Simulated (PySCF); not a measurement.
**Simulated absorption spectrum**

C3H9FSSi2.
InChI=1S/C3H9FSSi2/c4-3(6)1-2-7-5/h1,5H,2,7H2,6H3/b3-1+

Computed with TDDFT CAM-B3LYP/def2-SVPD, vertical, gas phase, core orbitals frozen in the response in PySCF. Geometry: GFN2-xTB, one conformer, isolated molecule. Torsions of this conformer, `[F:1]/[C:2]([SiH3:3])=[CH:4]\[CH2:5][SiH2:6][SH:7]`: C2–C4–C5–Si6 90°, C4–C5–Si6–S7 -179°, H–S7–Si6–C5 54°.

Computed states:

```json
{"state": "S1", "E (eV)": "6.07", "f": "0.021"}
{"state": "S2", "E (eV)": "6.12", "f": "0.273"}
{"state": "S3", "E (eV)": "6.44", "f": "0.0048"}
{"state": "S4", "E (eV)": "6.60", "f": "0.494"}
{"state": "S5", "E (eV)": "6.95", "f": "0.0013"}
{"state": "S6", "E (eV)": "7.08", "f": "0.0087"}
{"state": "S7", "E (eV)": "7.33", "f": "0.013"}
{"state": "S8", "E (eV)": "7.49", "f": "0.0014"}
```

Broadening: Gaussians 0.4 eV wide at half height, area fixed by f = 4.319×10⁻⁹ ∫ε dν̃. The width is an assumption, not a result. The curve ends short of the highest state used, and states not computed would add to its high-energy end.

Question: What does the envelope look like, and where are its maxima?

Answer: 
```csv
E (eV),ε (L mol⁻¹ cm⁻¹)
5.47,15
5.52,45
5.57,119
5.62,291
5.66,559
5.71,1171
5.76,2253
5.81,3976
5.86,6441
5.91,9577
5.96,13077
6.01,16413
6.05,18550
6.10,20143
6.15,20399
6.20,19627
6.25,18570
6.30,18159
6.35,19152
6.40,21806
6.45,25701
6.49,29047
6.54,32447
6.59,33910
6.64,32807
6.69,29248
6.74,23992
6.79,18123
6.84,12649
6.89,8230
```

Maxima: 202 nm (6.13 eV), ε about 20000, made up of S2 (90%); 188 nm (6.59 eV), ε about 34000, made up of S4 (98%) (ε in L mol⁻¹ cm⁻¹; maxima over ε = 5, shares over 10%).

Question: Coming from long wavelengths, where does ε first pass 100 L mol⁻¹ cm⁻¹?

Answer: At about 223 nm (5.56 eV), 0.51 eV below S1.

Question: On this curve, what absorbance would a 10⁻⁵ mol/L sample give at 222 nm over a 1 cm path?

Answer: 222 nm is 5.585 eV, where ε is about 160 L mol⁻¹ cm⁻¹, so A = ε c l ≈ 0.0016 (Beer–Lambert, with the gas-phase spectrum and the assumed width).

Question: What would ε be at 6.59 eV, the highest of these maxima, with half the width (0.2 eV)?

Answer: About 66300 L mol⁻¹ cm⁻¹ against 33900, a factor of about 1.95; a lone state at its own centre would give exactly 2.

The run took 1.8 min wall on one thread, Arm Neoverse N1 (aarch64), no GPU, shared host with 64 logical CPUs at a one-minute load of 64, and the process peaked at 1.0 GiB of memory.
